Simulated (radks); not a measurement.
Values are calculated unless marked as measured or tabulated.
Neutral magnesium inside a hard spherical wall (all orbitals vanish at R), configuration held at [Ne] 3s2 and not refilled when levels cross. Level of theory: non-relativistic Kohn-Sham, LDA (Slater exchange, VWN5 correlation), spin-unpolarised, spherical densities, point nucleus (a radial shooting solver on a logarithmic mesh with Libxc functionals). Eigenvalues in eV, with the zero of energy where the potential of the charges vanishes at infinity; a dash marks a level that is unbound or too diffuse for the functional's potential to be trusted. A positive occupied level is held by the wall or, in an anion where self-interaction has pushed it up, behind a barrier. The pressure on the wall is -dE/dV.

| R (bohr) | E (hartree) | kinetic (hartree) | e(1s) | e(2s) | e(2p) | e(3s) | e(3p, empty) | e(4s, empty) | pressure (GPa) |
|---|---|---|---|---|---|---|---|---|---|
| free | -199.13941 | 198.542 | -1251.0 | -79.015 | -46.776 | -4.774 | -1.380 | -0.054 | 0 |
| 20 | -199.13941 | 198.542 | -1251.0 | -79.015 | -46.776 | -4.774 | -1.380 | 0.050 | < 0.0001 |
| 15 | -199.13940 | 198.542 | -1251.0 | -79.015 | -46.775 | -4.773 | -1.376 | 0.289 | < 0.0001 |
| 10 | -199.13893 | 198.546 | -1250.9 | -78.963 | -46.724 | -4.737 | -1.250 | 1.690 | 0.0126 |
| 8 | -199.13501 | 198.575 | -1250.7 | -78.697 | -46.459 | -4.544 | -0.845 | 4.019 | 0.176 |
| 7 | -199.12640 | 198.625 | -1250.2 | -78.293 | -46.056 | -4.226 | -0.289 | 6.539 | 0.668 |
| 4 | -198.80562 | 199.720 | -1244.5 | -72.997 | -40.788 | 2.563 | 9.024 | 39.327 | 55.8 |
| 3.5 | -198.53912 | 200.468 | -1241.8 | -70.680 | -38.480 | 7.221 | 14.732 | 57.683 | 139 |
| 3 | -198.01029 | 201.880 | -1237.5 | -67.289 | -35.073 | 15.845 | 24.695 | 88.504 | 389 |
| 2.5 | -196.85006 | 204.905 | -1229.9 | -61.724 | -29.346 | 33.455 | 43.672 | 144.66 | 1300 |
